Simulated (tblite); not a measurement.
ClO, doublet, geometry from GFN2-xTB; IPEA1-xTB run with tblite 0.6.0.

tblite was given this input:
```
$ tblite run mol.xyz --method ipea1 --charge 0 --spin 1 --json tblite.json --no-restart

# file mol.xyz
2

Cl    -0.00000000    -0.00000000    -0.49281646
O      0.00000000     0.00000000     1.04723499
```

Problem. Predict the main parts of the log of this tblite run.

Solution. 
```
xTB calculator
 | screened Coulomb repulsion
 | Coulomb electrostatics
 |  * isotropic Klopman-Ohno-Mataga-Nishimoto electrostatics
 |  * onsite third-order electrostatics
 | DFT-D3(BJ) dispersion correction

halogen bonding energy    0.0000000000000E+00 Eh
repulsion energy          7.3288231779378E-03 Eh
dispersion energy        -1.8961639829583E-04 Eh
number of electrons       1.3000000000000E+01 e
integral cutoff           4.0000000000000E+01 bohr

------------------------------------------------------------
  cycle        total energy    energy error   density error
------------------------------------------------------------
      1     -8.684431783567  -8.6915710E+00   5.4976443E-01
      2     -8.689772472296  -5.3406887E-03   4.3087686E-01
      3     -8.867095268554  -1.7732280E-01   2.5237900E-01
      4     -8.916622542097  -4.9527274E-02   2.9135300E-02
      5     -8.916995826370  -3.7328427E-04   2.4795164E-02
      6     -8.917620504788  -6.2467842E-04   1.5046107E-03
      7     -8.917620476565   2.8222875E-08   3.8894383E-04
      8     -8.917620642232  -1.6566689E-07   1.5871417E-04
      9     -8.917620662482  -2.0250511E-08   1.6851717E-05
------------------------------------------------------------

electronic energy        -8.9247598692621E+00 Eh
total energy             -8.9176206624825E+00 Eh

Post processing:
 | Mayer-Wiberg bond orders

[Info] JSON dump of results written to 'tblite.json'
```
